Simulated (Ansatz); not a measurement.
`[CH3][Zn][CH](F)S` and `C=CC(F)S` differ in one atom or group.

Ansatz, PBE0-D4/def2-TZVP geometries, multiplicity 1. Each molecule was computed in one conformer, which needn't be the lowest.

Scalar relativity is left out up to krypton.

```csv
property,`[CH3][Zn][CH](F)S`
LUMO energy (ωB97M-V/def2-TZVPP) / eV,0.83
size of the dipole moment (ωB97M-V/def2-TZVPP) / D,2.16
LUMO energy (B3LYP/def2-TZVPP) / eV,-0.84
HOMO energy (PBE0/def2-TZVPP) / eV,-6.92
HOMO–LUMO gap (B3LYP/def2-TZVPP) / eV,5.87
LUMO energy (PBE0/def2-TZVPP) / eV,-0.57
```

Task: Give the same properties after the change, and the shifts. (Estimate.)

Result: Computed: 
```tsv
property	`C=CC(F)S`	shift
LUMO energy (ωB97M-V/def2-TZVPP) / eV	1.78	0.95
size of the dipole moment (ωB97M-V/def2-TZVPP) / D	1.67	-0.49
LUMO energy (B3LYP/def2-TZVPP) / eV	-0.58	0.26
HOMO energy (PBE0/def2-TZVPP) / eV	-7.41	-0.49
HOMO–LUMO gap (B3LYP/def2-TZVPP) / eV	6.59	0.72
LUMO energy (PBE0/def2-TZVPP) / eV	-0.34	0.23
```

With PBE0 the HOMO falls by 0.49 eV and the LUMO rises by 0.23 eV, so the gap widens by about 0.72 eV. PBE moves the HOMO by -0.42 eV and ωB97M-V by -0.54 eV. Dipoles are sizes alone; their direction can turn.

B3LYP here is the variant with VWN-RPA as its local correlation; programs differ in this.
